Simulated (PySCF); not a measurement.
A calculated (LDA, PySCF 2.14, pcseg-2, the non-relativistic Hamiltonian (point nucleus)) atom or ion has these occupied shells.

| shell | electrons | orbital energy (eV) | rms radius, mean of both spins (bohr) |
| --- | --- | --- | --- |
| 1s α | 1 | -8727.7 | 0.0613 |
| 1s β | 1 | -8727.7 | 0.0613 |
| 2s β | 1 | -1037.3 | 0.260 |
| 2s α | 1 | -1037.3 | 0.260 |
| 2p β | 3 | -910.52 | 0.230 |
| 2p α | 3 | -910.51 | 0.230 |
| 3s β | 1 | -110.06 | 0.779 |
| 3s α | 1 | -110.03 | 0.779 |
| 3p β | 3 | -70.659 | 0.822 |
| 3p α | 3 | -70.650 | 0.822 |
| 3d α | 5 | -5.269 | 1.22 |
| 3d β | 5 | -5.121 | 1.22 |
| 4s α | 1 | -4.897 | 3.17 |

Q: Name the element and its charge.

A: Cu (copper, neutral), in [Ar] 3d10 4s1, 2S determinant.
